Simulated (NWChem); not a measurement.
System: SnNH2F, singlet; SMILES [NH2][Sn][F]

Parts of the log:

```
             Northwest Computational Chemistry Package (NWChem) 7.3.0
             --------------------------------------------------------

 CS  symmetry detected

                             Geometry "geometry" -> ""
                             -------------------------

 Output coordinates in angstroms (scale by  1.889725989 to convert to a.u.)

  No.       Tag          Charge          X              Y              Z
 ---- ---------------- ---------- -------------- -------------- --------------
    1 Sn                  50.0000     0.38466426     0.00176842     0.00000000
    2 F                    9.0000    -0.92652496    -1.49202082     0.00000000
    3 N                    7.0000    -1.11243351     1.40002487     0.00000000
    4 H                    1.0000    -2.09984490     1.12080542     0.00000000
    5 H                    1.0000    -1.00760889     2.41878673     0.00000000

 Effective nuclear repulsion energy (a.u.)     251.3380698381

      Symmetry information
      --------------------

 Group name             Cs
 Group number              2
 Group order               2
 No. of unique centers     5

                                Z-matrix (autoz)
                                --------

 Units are Angstrom for bonds and degrees for angles

      Type          Name      I     J     K     L     M      Value
      ----------- --------  ----- ----- ----- ----- ----- ----------
    1 Stretch                  1     2                       1.98762
    2 Stretch                  1     3                       2.04852
    3 Stretch                  3     4                       1.02613
    4 Stretch                  3     5                       1.02414
    5 Bend                     1     3     4               121.16540
    6 Bend                     1     3     5               127.17008
    7 Bend                     2     1     3                91.76942
    8 Bend                     4     3     5               111.66453
    9 Torsion                  2     1     3     4           0.00000
   10 Torsion                  2     1     3     5         180.00000

                           NWChem Geometry Optimization
                           ----------------------------

[...]

      ----------------------
      Optimization converged
      ----------------------

  Step       Energy      Delta E   Gmax     Grms     Xrms     Xmax
  ---- ---------------- -------- -------- -------- -------- --------
@    3    -369.95202496 -7.6D-07  0.00019  0.00008  0.00053  0.00114
                                     ok       ok       ok       ok

                                Z-matrix (autoz)
                                --------

 Units are Angstrom for bonds and degrees for angles

      Type          Name      I     J     K     L     M      Value     Gradient
      ----------- --------  ----- ----- ----- ----- ----- ---------- ----------
    1 Stretch                  1     2                       1.99660    0.00019
    2 Stretch                  1     3                       2.06460   -0.00010
    3 Stretch                  3     4                       1.02743   -0.00006
    4 Stretch                  3     5                       1.02571   -0.00007
    5 Bend                     1     3     4               121.47126   -0.00005
    6 Bend                     1     3     5               127.24474    0.00007
    7 Bend                     2     1     3                92.17339   -0.00002
    8 Bend                     4     3     5               111.28400   -0.00002
    9 Torsion                  2     1     3     4           0.00000    0.00000
   10 Torsion                  2     1     3     5         180.00000    0.00000

                         Geometry "geometry" -> "geometry"
                         ---------------------------------

 Output coordinates in angstroms (scale by  1.889725989 to convert to a.u.)

[...]

 Rotational Constants
 --------------------
 A=   0.299351 cm-1  (  0.430690 K)
 B=   0.215624 cm-1  (  0.310228 K)
 C=   0.125341 cm-1  (  0.180333 K)

 Temperature                      =   298.15K
 frequency scaling parameter      =   1.0000

 Zero-Point correction to Energy  =   15.744 kcal/mol  (  0.025090 au)
 Thermal correction to Energy     =   18.660 kcal/mol  (  0.029737 au)
 Thermal correction to Enthalpy   =   19.252 kcal/mol  (  0.030681 au)

 Total Entropy                    =   71.886 cal/mol-K
   - Translational                =   40.966 cal/mol-K (mol. weight = 152.9189)
   - Rotational                   =   24.792 cal/mol-K (symmetry #  =        1)
   - Vibrational                  =    6.127 cal/mol-K

 Cv (constant volume heat capacity) =   14.238 cal/mol-K
   - Translational                  =    2.979 cal/mol-K
   - Rotational                     =    2.979 cal/mol-K
   - Vibrational                    =    8.279 cal/mol-K

[normal modes left out]

 ----------------------------------------------------------------------------
 Normal Eigenvalue ||           Projected Infra Red Intensities
  Mode   [cm**-1]  || [atomic units] [(debye/angs)**2] [(KM/mol)] [arbitrary]
 ------ ---------- || -------------- ----------------- ---------- -----------
    1       -0.000 ||    0.002017           0.047         1.967       0.802
    2       -0.000 ||    0.000216           0.005         0.210       0.086
    3       -0.000 ||    0.003661           0.084         3.569       1.456
    4        0.000 ||    0.000259           0.006         0.253       0.103
    5        0.000 ||    0.000572           0.013         0.557       0.227
    6        0.000 ||    0.000243           0.006         0.237       0.097
    7      162.608 ||    0.004705           0.109         4.587       1.871
    8      333.020 ||    0.174693           4.030       170.300      69.452
    9      448.575 ||    0.033061           0.763        32.229      13.144
   10      551.594 ||    0.035618           0.822        34.722      14.160
   11      558.062 ||    0.031274           0.722        30.487      12.433
   12      582.079 ||    0.061786           1.425        60.232      24.564
   13     1440.361 ||    0.007267           0.168         7.084       2.889
   14     3412.799 ||    0.009580           0.221         9.339       3.809
   15     3529.293 ||    0.012343           0.285        12.032       4.907
 ----------------------------------------------------------------------------
```

Level: BLYP/def2-SVP with def2 effective core potentials on Sn. Low-valent species are run as closed-shell singlets; no triplet was tried in these runs. def2 effective core potentials on Sn; no spin-orbit coupling.

Question: Reconstruct the input file.

Answer: This is not unique; one that fits is the input that was run:
```
start job
memory heap 200 mb stack 900 mb global 1100 mb
geometry units angstroms
  Sn     0.378284     0.030676     0.000000
  F     -0.817201    -1.557228     0.000000
  N     -1.219448     1.312735     0.000000
  H     -2.183142     0.960260     0.000000
  H     -1.191311     2.336489     0.000000
end
basis spherical
  * library def2-svp
end
ecp
  Sn library def2-ecp
end
dft
  xc becke88 lyp
  iterations 150
end
driver
  maxiter 120
end
task dft optimize
dft
  grid fine
  convergence energy 1d-8 density 1d-7
end
task dft freq numerical
```
